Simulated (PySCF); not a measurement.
A structure optimised at PBE-D3(BJ)/def2-TZVP, used in a PySCF frequency run:

```xyz
3

In     0.0000     0.0000     0.0000
Cl     0.0000     0.0000    -2.2233
Cl     0.0000     0.0000     2.2233
```
Charge +1, spin multiplicity 1.

Problem. Write its SMILES, formula and point group.

Solution. [Cl][In+][Cl], Cl2In, D∞h

Problem. What are its rotational constants (standard atomic weights)?

Solution. 1.4420 GHz (linear rotor, B only)
